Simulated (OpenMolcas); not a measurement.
Os6+: moving or changing the point charges

Os6+ among 6 point charges of -1.7 e arranged as an octahedron (Oh), 2.09 Å from the ion.

```json
{"Program": "OpenMolcas", "Method": "CASSCF", "Basis": "ANO-RCC-VDZP [7s6p4d2f1g]", "Scalar Hamiltonian": "DKH2, point nucleus", "Active space": "2 electrons in 5 orbitals (5d)", "State averaging": "2S+1 = 3 even, 10 roots; 2S+1 = 1 even, 15 roots", "Spin-orbit coupling": "state interaction with AMFI integrals over the reference wave functions"}
```

Runs around this geometry, states (labels of O, the rotations of Oh). Energies in cm-1 above the lowest state or level, χT in cm3 K/mol; under a threefold ground state the first gap can be a small split of the lowest multiplet, not the spin-orbit step; 10Dq and B are least-squares fits to the states below 45000 cm-1, weighted by degeneracy, with a free offset, and given where the rms deviation is under 5 % of |10Dq| (or 100 cm-1) and under 700 cm-1.

```tsv
R (Å)	q (e)	Ground state	First state of that spin	10Dq	B (rms of fit)	First gap with spin-orbit (degeneracies)	χT at 300 K	First state of another spin
2.09	-1.1	3T1	3T2 3088	3727	931 (19)	876.2 (2, 3)	0.150	1T2 13338
2.09	-1.7	3T1	3T2 4836	5751	931 (35)	1137 (2, 3)	0.103	1T2 13564
2.29	-1.7	3T1	3T2 3026	3655	931 (19)	864.3 (2, 3)	0.152	1T2 13330
```

Taking |10Dq| as R^-n, n = -ln(3655 / 5751) / ln(2.29 / 2.09) = 5.0 between the shortest and longest distance. The point-charge formula for a cubic d site gives n = 5.

Scaling the charges by -1.1 / -1.7 = 0.65 scales |10Dq| by 3727 / 5751 = 0.65; with fixed orbitals a first-order splitting would follow the charge.

Without dynamic correlation the repulsion within the d shell is too large (B by tens of per cent), so at a given field states of lower spin stand too high. Spin-orbit coupling mixes the spin-free states strongly: the lowest level takes only 63 % from its leading state, 3T1 (figures for R = 2.09, q = -1.1; the like holds for R = 2.09, q = -1.7, R = 2.29, q = -1.7). This field is weak: 10Dq is about 3727 cm-1, while octahedral complexes of 5d ions of charge 3 and more, computed by the same method with explicit ligands, had a median near 35000 cm-1. Ground spin and moment need not be those of a real site (figures for R = 2.09, q = -1.1; the like holds for R = 2.09, q = -1.7, R = 2.29, q = -1.7). Point charges carry no covalency, so the field is a model and not that of real ligands. No measured value stands beside these numbers.
